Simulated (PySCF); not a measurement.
Ti(Cl)3(SH) (Cl3HSTi), SMILES [Cl][Ti]([Cl])([SH])[Cl], multiplicity 1.

Geometry: B3LYP-D3(BJ)/def2-SVP. The multiplicity is an assumed one; no other spin state was optimised. The structure was generated by enumeration; whether it is a known compound was not checked. Other conformers were not sampled.

Two levels are set side by side: TDDFT-PBE/def2-SVPD (PySCF) and TDDFT-ωB97X/def2-SVPD (PySCF). Vertical, same geometry. The lowest singlet is HOMO→LUMO 99 % with PBE and HOMO→LUMO 96 % with the other functional; states are paired by order. Differences are taken from unrounded values.

```json
[
 {"quantity": "lowest singlet excitation (eV)", "TDDFT-ωB97X": "3.19"},
 {"quantity": "lowest triplet excitation (TDA) (eV)", "TDDFT-ωB97X": "2.97"}
]
```

Q: What does TDDFT-PBE give, and how far is it from TDDFT-ωB97X? (An estimate is asked for; the answer gives what the named calculation found.)

A: 
```
quantity                              TDDFT-PBE  TDDFT-PBE minus TDDFT-ωB97X
------------------------------------  ---------  ---------------------------
lowest singlet excitation (eV)             2.52                        -0.66
lowest triplet excitation (TDA) (eV)       2.40                        -0.57
```

Functionals without exact exchange tend to place singlet excitations lower, as here. Differences between two approximate levels are no errors against the true value.

Rough cost on one machine, each run with all the roots and properties that it gave: TDDFT-ωB97X against TDDFT-PBE about 20 times.
